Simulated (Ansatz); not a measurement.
Reaction (formal exchange of groups at the In–O bond): `[CH3][In]([CH3])[OH]` + `C=NCC` → `[CH3][In]([CH3])[CH3]` + `C=NCO`

Isolated molecules relaxed with PBE0-D4/def2-TZVP in Ansatz; ΔE leaves out vibrations. CCSD(T)/CBS is the MP2 limit (def2-TZVPP, def2-QZVPP) plus CCSD(T) − MP2 in def2-TZVPP, frozen cores. Functionals use def2-TZVPP. B3LYP here is the variant with VWN-RPA as its local correlation; programs differ in this. HSE06 is defined as in plane-wave codes. Elements past krypton have def2 core potentials. For In outer-core shells are correlated without core-valence functions, which leaves a few kJ/mol of doubt a bond. One conformer a species, not always the lowest.

`[CH3][In]([CH3])[OH]`:

```xyz
11

C     0.726    1.535    1.069
In    0.050   -0.241    0.066
C    -1.183   -0.701   -1.618
O     0.733   -1.950    0.867
H     0.979    1.306    2.105
H    -0.039    2.312    1.049
H     1.618    1.918    0.570
H    -1.284   -1.784   -1.691
H    -0.732   -0.320   -2.536
H    -2.170   -0.251   -1.511
H     1.302   -1.824    1.629
```

`C=NCC`:

Z-matrix (Å, degrees):
```
C
N 1 1.444
C 1 1.518 2 110.5
H 1 1.102 2 111.9 3 123.5
H 1 1.095 2 107.2 3 -118.8
C 2 1.257 1 118.0 3 -121.6
H 3 1.091 1 110.5 2 -55.9
H 3 1.092 1 110.8 2 63.8
H 3 1.092 1 110.6 2 -176.1
H 6 1.090 2 119.5 1 179.6
H 6 1.100 2 123.2 1 -0.4
```

`[CH3][In]([CH3])[CH3]`:

Z-matrix (Å, degrees):
```
C
In 1 2.164
H 1 1.091 2 111.3
H 1 1.094 2 109.3 3 -119.0
H 1 1.091 2 111.3 3 122.0
C 2 2.164 1 120.0 3 28.6
C 2 2.164 1 120.1 3 -152.0
H 6 1.094 2 109.2 1 -90.7
H 6 1.091 2 111.3 1 150.3
H 6 1.091 2 111.4 1 28.2
H 7 1.094 2 109.3 1 -90.1
H 7 1.091 2 111.3 1 151.0
H 7 1.091 2 111.4 1 28.9
```

`C=NCO`:

Z-matrix (Å, degrees):
```
C
N 1 1.442
O 1 1.397 2 110.5
H 1 1.098 2 112.9 3 -119.2
H 1 1.100 2 106.8 3 121.4
C 2 1.257 1 118.2 3 131.3
H 3 0.963 1 107.1 2 46.7
H 6 1.090 2 119.4 1 179.1
H 6 1.098 2 123.3 1 -0.9
```

```tsv
level	ΔE (kcal/mol)	difference from CCSD(T)/CBS
PBE-D4	24.3	-1.7
r2SCAN-D4	25.1	-0.9
B3LYP-D4	24.8	-1.2
r2SCANh-D4	24.7	-1.3
r2SCAN0-D4	24.0	-2.0
HSE06-D4	23.2	-2.8
PBE0	23.3	-2.7
B3LYP	24.6	-1.4
HSE06	23.2	-2.8
LC-ωPBE	24.1	-1.9
CCSD(T)/def2-SVP	24.5	-1.5
HF/def2-TZVPP	23.4	-2.6
CCSD(T)/def2-TZVPP	24.0	-2.0
MP2/def2-QZVPP	26.6	0.6
SCS-MP2/def2-QZVPP	26.5	0.5
MP2/CBS(def2)	27.4	1.4
CCSD(T)/CBS	26.0	0
```

Largest T1 diagnostic among the species: 0.014.

Leaving LDA and LC-ωPBE aside and taking each functional with its dispersion term where it has one, the values, not all of them listed here, spread over 2.8 kcal/mol, from HSE06-D4 to B97M-V. LDA lies −1.0 kcal/mol from PBE without D4. From BLYP to BHLYP (50 % exact exchange), in def2-TZVPP and without D4, ΔE moves by −1.2 kcal/mol.
